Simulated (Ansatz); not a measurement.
Two members of one family (Same ligands, another metal), computed with Ansatz in the gas phase; def2 core potentials for Nb, Ta, no spin–orbit coupling. The two geometries come from different levels. Binding counts from free atoms in the multiplicity of their measured ground term, without zero-point energy. Names give formal oxidation states. A dash marks a value that wasn't run or was left out as unsound. The structures are stationary points that may keep the symmetry of their start.

First: TaS(OH)3 (singlet, charge 0, PBE-D4/def2-SVP geometry).

Cartesian coordinates in Å:
```
Ta -0.0186 -0.0277 0.0160
S -1.1093 -1.6779 0.9559
O 1.8454 -0.4447 -0.0472
H 2.3556 -1.2175 0.2488
O -0.2745 1.5712 1.0305
H -0.7762 1.7616 1.8401
O -0.6666 0.2401 -1.7614
H -1.3557 -0.2051 -2.2827
```

```csv
level,HOMO (eV),LUMO (eV),gap (eV),vertical IE (eV),vertical triplet (eV),binding per atom (eV)
LDA (SPW92)/def2-TZVP,-6.54,-2.16,4.38,–,–,5.29
PBE-D4/def2-TZVP,-6.36,-1.97,4.40,9.52,4.18,4.66
r2SCAN-D4/def2-TZVP,-6.65,-1.84,4.81,9.57,4.12,4.55
r2SCANh-D4/def2-TZVP,-7.08,-1.55,5.53,–,–,4.47
ωB97X-V/def2-TZVP,-9.77,0.96,10.73,–,–,4.51
```

Metal–donor distances: 1 × S 2.19 Å, 3 × O 1.91 Å.

Second: NbS(OH)3 (singlet, charge 0, PBE0-D4/def2-SVP geometry).

Cartesian coordinates in Å:
```
Nb 0.015 -0.028 -0.037
S 0.680 -1.247 -1.682
O -1.092 1.349 -0.676
H -1.408 1.608 -1.547
O 1.500 0.727 0.834
H 2.452 0.682 0.702
O -0.949 -1.081 1.184
H -1.198 -2.009 1.222
```

Question: Estimate the same table for the second.

Answer: 
| level | HOMO (eV) | LUMO (eV) | gap (eV) | vertical IE (eV) | vertical triplet (eV) | binding per atom (eV) |
| --- | --- | --- | --- | --- | --- | --- |
| LDA (SPW92)/def2-TZVP | -6.67 | -2.51 | 4.16 | – | – | 5.17 |
| PBE-D4/def2-TZVP | -6.50 | -2.34 | 4.16 | 9.63 | 3.93 | 4.51 |
| r2SCAN-D4/def2-TZVP | -6.78 | -2.25 | 4.53 | 9.69 | 3.85 | 4.37 |
| r2SCANh-D4/def2-TZVP | -7.22 | -1.97 | 5.25 | – | – | 4.28 |
| ωB97X-V/def2-TZVP | -9.93 | 0.52 | 10.45 | – | – | 4.37 |

Metal–donor distances: 1 × S 2.15 Å, 3 × O 1.88 Å.
